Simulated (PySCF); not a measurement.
PySCF input (HF/def2-TZVPD):

```python
from pyscf import gto, scf, dft

mol = gto.M(
    atom='''
    Si    0.38509146   -0.15648710   -0.08466370
    C    -0.68619695   -0.04999274   -1.63617877
    N    -0.54979330   -1.06138501    1.06062225
    N     0.70051244    1.35561558    0.67733499
    H    -1.64998828    0.40585130   -1.38912466
    H    -0.86362782   -1.03844861   -2.06547680
    H    -0.20040031    0.56409111   -2.39543449
    H    -1.13906250   -1.81531036    0.74071685
    H    -0.16688683   -1.26908123    1.97060042
    H     0.14947960    1.69920740    1.44914436
    H     1.54135322    1.88485230    0.52623795
    ''',
    basis='def2-tzvpd',
    charge=0,
    spin=1,
    verbose=4,
)

mf = scf.UHF(mol).density_fit(auxbasis='def2-universal-jkfit')
mf.conv_tol = 1e-9
mf.max_cycle = 100
mf.max_memory = 1500
mf.kernel()
if not mf.converged:
    mf = mf.newton()
    mf.kernel(mf.make_rdm1())
for _ in range(2):
    mo, _, stable, _ = mf.stability(return_status=True)
    if stable:
        break
    mf.kernel(mf.make_rdm1(mo, mf.mo_occ))
mf.analyze()
```

End of the output:

```
Extra cycle  E= -439.884658622542  delta_E= -6.18e-11  |g|= 4.67e-06  |ddm|= 1.61e-05
converged SCF energy = -439.884658622542  <S^2> = 0.75455932  2S+1 = 2.0045541
uhf_internal: lowest eigs of H = [0.34918411 0.36674718 0.38898943]
<class 'pyscf.df.df_jk.DFUHF'> wavefunction is stable in the internal stability analysis
**** SCF Summaries ****
Total Energy =                        -439.884658622542077
Nuclear Repulsion Energy =             171.084318941530398
One-electron Energy =                 -945.828264292260656
Two-electron Energy =                  334.859286728188238
Two-electron Coulomb Energy =          376.266187294254848
DFT Exchange-Correlation Energy =      -41.406900566066611
HOMO-LUMO gap [eV] =                     9.175270516922591
**** MO energy ****
                             alpha | beta                alpha | beta
MO #1   energy= -68.7734427307521  | -68.7680417670324  occ= 1 | 1
MO #2   energy= -15.5318225139262  | -15.5285632883605  occ= 1 | 1
MO #3   energy= -15.5265329499709  | -15.5237500523071  occ= 1 | 1
MO #4   energy= -11.1956305111481  | -11.1925716753052  occ= 1 | 1
MO #5   energy= -6.11910651374762  | -6.11114494736054  occ= 1 | 1
MO #6   energy= -4.23128352806236  | -4.22019178339122  occ= 1 | 1
MO #7   energy= -4.22348970774609  | -4.21962606433728  occ= 1 | 1
MO #8   energy= -4.22264710358737  | -4.21201918406958  occ= 1 | 1
MO #9   energy= -1.14333022858504  | -1.13376651296207  occ= 1 | 1
MO #10  energy= -1.11446800885768  | -1.10602189416706  occ= 1 | 1
MO #11  energy= -0.935304306382946 | -0.926075247302649 occ= 1 | 1
MO #12  energy= -0.69232840009122  | -0.675265537949    occ= 1 | 1
MO #13  energy= -0.657175986248713 | -0.651161019687066 occ= 1 | 1
MO #14  energy= -0.647809067977055 | -0.642204469619432 occ= 1 | 1
MO #15  energy= -0.572691399637906 | -0.566834723875821 occ= 1 | 1
MO #16  energy= -0.551682125636525 | -0.543373949208355 occ= 1 | 1
MO #17  energy= -0.536167204122654 | -0.532082550115885 occ= 1 | 1
MO #18  energy= -0.481858866046522 | -0.460945799370151 occ= 1 | 1
MO #19  energy= -0.444271779810954 | -0.413000278846325 occ= 1 | 1
MO #20  energy= -0.405654223593636 | -0.389779349570841 occ= 1 | 1
MO #21  energy= -0.286604346605934 | 0.0505806284695325 occ= 1 | 0
MO #22  energy= 0.0701834585920011 | 0.0923436041947484 occ= 0 | 0
MO #23  energy= 0.0901249712410297 | 0.0972822689814067 occ= 0 | 0
MO #24  energy= 0.0945583120496728 | 0.107949691647464  occ= 0 | 0
MO #25  energy= 0.10919351655066   | 0.126742920176499  occ= 0 | 0
MO #26  energy= 0.137265810122725  | 0.138777193495875  occ= 0 | 0
MO #27  energy= 0.137920528610547  | 0.142528844544745  occ= 0 | 0
MO #28  energy= 0.147224968520449  | 0.15225640731593   occ= 0 | 0
MO #29  energy= 0.157510496533629  | 0.162886154114951  occ= 0 | 0
MO #30  energy= 0.164604572669527  | 0.170359871183207  occ= 0 | 0
MO #31  energy= 0.186713735720262  | 0.18981567682441   occ= 0 | 0
MO #32  energy= 0.199670690970329  | 0.202308863476341  occ= 0 | 0
MO #33  energy= 0.206799619717403  | 0.212486415600533  occ= 0 | 0
MO #34  energy= 0.216563612028328  | 0.222240943766197  occ= 0 | 0
MO #35  energy= 0.226557669381977  | 0.228930675858772  occ= 0 | 0
MO #36  energy= 0.230013492109934  | 0.233748142764371  occ= 0 | 0
MO #37  energy= 0.248802257139889  | 0.252267815614342  occ= 0 | 0
MO #38  energy= 0.255784589312838  | 0.258612328259872  occ= 0 | 0
MO #39  energy= 0.262791758581113  | 0.265409719732592  occ= 0 | 0
MO #40  energy= 0.276307936286205  | 0.286993291557848  occ= 0 | 0
MO #41  energy= 0.28854916943117   | 0.301958285320799  occ= 0 | 0
MO #42  energy= 0.296499722256042  | 0.310528218673474  occ= 0 | 0
MO #43  energy= 0.307013829260393  | 0.313688583482072  occ= 0 | 0
MO #44  energy= 0.312851289749831  | 0.317563685642821  occ= 0 | 0
MO #45  energy= 0.31606085434916   | 0.323792474899233  occ= 0 | 0
MO #46  energy= 0.322882103298387  | 0.32792325825304   occ= 0 | 0
MO #47  energy= 0.333339576870701  | 0.341122268988745  occ= 0 | 0
MO #48  energy= 0.349343702655783  | 0.351638652570377  occ= 0 | 0
MO #49  energy= 0.35707849120777   | 0.362342443078267  occ= 0 | 0
MO #50  energy= 0.373987821442796  | 0.378020339130754  occ= 0 | 0
MO #51  energy= 0.376475567151768  | 0.379312494131635  occ= 0 | 0
MO #52  energy= 0.38016379778483   | 0.385329011726493  occ= 0 | 0
MO #53  energy= 0.386320577566659  | 0.3922965188762    occ= 0 | 0
MO #54  energy= 0.395130646302473  | 0.397644329204728  occ= 0 | 0
MO #55  energy= 0.406432069234695  | 0.408262507477579  occ= 0 | 0
MO #56  energy= 0.40869679206704   | 0.409956196296742  occ= 0 | 0
MO #57  energy= 0.411764932998853  | 0.415848320581565  occ= 0 | 0
MO #58  energy= 0.425030268654172  | 0.42825761980296   occ= 0 | 0
MO #59  energy= 0.436967003769567  | 0.439564255052112  occ= 0 | 0
MO #60  energy= 0.44033044331896   | 0.444685290068425  occ= 0 | 0
MO #61  energy= 0.446509228114743  | 0.447649556099442  occ= 0 | 0
MO #62  energy= 0.473663615374603  | 0.476549807376063  occ= 0 | 0
MO #63  energy= 0.475675982426423  | 0.479954655028377  occ= 0 | 0
MO #64  energy= 0.487356248698513  | 0.489198375210716  occ= 0 | 0
MO #65  energy= 0.492265733050734  | 0.495102043307882  occ= 0 | 0
MO #66  energy= 0.498030444386086  | 0.5010799000628    occ= 0 | 0
MO #67  energy= 0.518195877899255  | 0.520549194860751  occ= 0 | 0
MO #68  energy= 0.52178170006556   | 0.531583151386339  occ= 0 | 0
MO #69  energy= 0.546101050226311  | 0.549917861873033  occ= 0 | 0
MO #70  energy= 0.548254316625336  | 0.560617366400618  occ= 0 | 0
MO #71  energy= 0.57233598019142   | 0.574008230512106  occ= 0 | 0
MO #72  energy= 0.580396404425549  | 0.585883707562035  occ= 0 | 0
MO #73  energy= 0.590699083394642  | 0.592457862592575  occ= 0 | 0
MO #74  energy= 0.59263730765535   | 0.602344355917256  occ= 0 | 0
MO #75  energy= 0.635233134169778  | 0.638149671684903  occ= 0 | 0
MO #76  energy= 0.64492711370657   | 0.647343682757065  occ= 0 | 0
MO #77  energy= 0.659842803002087  | 0.668019813214287  occ= 0 | 0
MO #78  energy= 0.672825411811469  | 0.677401868349457  occ= 0 | 0
MO #79  energy= 0.67774690573469   | 0.691123856699365  occ= 0 | 0
MO #80  energy= 0.70253515423145   | 0.716894019245719  occ= 0 | 0
MO #81  energy= 0.708854958267404  | 0.741248572753754  occ= 0 | 0
MO #82  energy= 0.740653534036713  | 0.744985883493654  occ= 0 | 0
MO #83  energy= 0.747672621996667  | 0.756040662902588  occ= 0 | 0
MO #84  energy= 0.781857479717177  | 0.799303802129784  occ= 0 | 0
MO #85  energy= 0.803415348995852  | 0.808042367234785  occ= 0 | 0
MO #86  energy= 0.807913090212264  | 0.813469866919781  occ= 0 | 0
MO #87  energy= 0.821205403112139  | 0.825472518514204  occ= 0 | 0
MO #88  energy= 0.836235779765524  | 0.840595750060867  occ= 0 | 0
MO #89  energy= 0.865271749277498  | 0.872108671154948  occ= 0 | 0
MO #90  energy= 0.89014112366081   | 0.894864552609381  occ= 0 | 0
MO #91  energy= 0.892694196009372  | 0.896452010745197  occ= 0 | 0
MO #92  energy= 0.905361120346702  | 0.909858800315141  occ= 0 | 0
MO #93  energy= 0.918199693681954  | 0.924243568737464  occ= 0 | 0
MO #94  energy= 0.930560371153655  | 0.932678736754656  occ= 0 | 0
MO #95  energy= 0.946702193591156  | 0.950690134616531  occ= 0 | 0
MO #96  energy= 0.972565281451118  | 0.980525636282568  occ= 0 | 0
MO #97  energy= 0.993125377791854  | 0.99783797633167   occ= 0 | 0
MO #98  energy= 1.0022074972672    | 1.0063690256344    occ= 0 | 0
MO #99  energy= 1.03956010674425   | 1.0420623393708    occ= 0 | 0
MO #100 energy= 1.05388256110124   | 1.0568771332133    occ= 0 | 0
MO #101 energy= 1.08894997160955   | 1.091894225447     occ= 0 | 0
MO #102 energy= 1.09798095806518   | 1.09984846080493   occ= 0 | 0
MO #103 energy= 1.13587633159758   | 1.14036488139344   occ= 0 | 0
MO #104 energy= 1.15489887838604   | 1.15920518354198   occ= 0 | 0
[...]
```

It need not be the lowest isomer of its formula.
